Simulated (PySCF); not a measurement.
## GaSn: from constants to spectrum

UHF-CCSD(T) constants of GaSn, ⁴Σ⁻ (quartet), unpaired electrons σ ↑, π ↑↑ (Ga cc-pVDZ-PP with ECP10, Sn cc-pVDZ-PP with ECP28; scalar-relativistic core potentials (PySCF 2.14); masses 68.9256 and 119.9022 u):

```
ωe            : 182.3 cm⁻¹
ωexe          : 0.465 cm⁻¹
Be            : 0.05254 cm⁻¹
αe            : 0.000198 cm⁻¹
De to Ga + Sn : 1.88 eV
```

Task: What force constant and bond length do these constants imply?

Result: Reduced mass μred = 43.766 u; k = 5.8918×10⁻⁷·μred·ωe² (u, cm⁻¹, mdyn/Å) = 0.857 mdyn/Å; Re = √(16.8576/(μred·Be)) (u, cm⁻¹, Å) = 2.708 Å.

Task: Estimate the centrifugal constant D from the Kratzer relation and find the Dunham coefficient a1.

Result: D = 4Be³/ωe² = 1.75e-08 cm⁻¹; a1 = −1 − αeωe/(6Be²) = -3.18.

Correlated steps freeze 8 core orbitals. Correlated levels converge slowly with the basis: in double zeta they bind strong bonds too weakly, by up to about 1 eV, and carry superposition errors of some tenths. Spin–orbit coupling is left out, which matters for elements this heavy, above all for dissociation energies. The state was picked by a PBE0 search and need not be the measured ground state.
